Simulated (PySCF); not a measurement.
Gas-phase reaction: 4 H3SiGeH3 + 2 Ge3H8 → 5 Ge2H6 + 2 Si2H5

Computed with PySCF and rigid-rotor harmonic-oscillator thermochemistry at 1 bar. † marks an energy on the PBE0/def2-TZVP geometry and frequencies; other levels use their own. MP2 freezes the core. 6-31G* has spherical d functions here. Open shells (unrestricted): Si2H5 (multiplicity 2); the rest are closed-shell singlets. B3LYP is the form with VWN-RPA correlation. Ge: all electrons, no relativistic terms. Si2H5: computed as isolated molecules; such fragments, hydroxides, amides, oligomers or adducts are transient or little studied in the gas. MP2 isn't extrapolated to the basis-set limit; its ΔH°(298 K) is 316.4 kJ in def2-SVP and 339.6 kJ in def2-TZVPP. The harmonic model lacks anharmonicity and excited electronic states, which grow with temperature; levels with a mode under 35 cm⁻¹ are left out. Internal rotation in H3SiGeH3, Ge3H8, Ge2H6, Si2H5 is treated as a harmonic vibration of one conformer, which makes the entropy rough.

| level | ΔE electronic, kJ | ΔH°(298 K), kJ | ΔS°(298 K), J/K | ΔG°(800 K), kJ |
|---|---|---|---|---|
| B3LYP/6-31G* | 325 | 312 | 138 | 204 |
| B3LYP/def2-TZVP† | 318 | 307 | 139 | 197 |
| HF/6-31G* | 262 | 249 | 140 | 139 |
| M06-2X/def2-TZVP† | 328 | 316 | 139 | 207 |
| MP2/def2-TZVPP† | 351 | 340 | 139 | 231 |
| PBE/def2-SVP | 319 | 308 | 139 | 199 |
| PBE0/def2-QZVP† | 321 | 309 | 139 | 200 |
| PBE0/def2-SVP† | 321 | 310 | 139 | 201 |
| r2SCAN/def2-TZVP† | 317 | 305 | 139 | 196 |
| ωB97M-V/def2-TZVP† | 352 | 341 | 139 | 232 |
| ωB97X-V/def2-TZVP† | 352 | 340 | 139 | 231 |
ΔH° is lowest at HF/6-31G* and highest at ωB97M-V/def2-TZVP†. No reference value is set beside these.
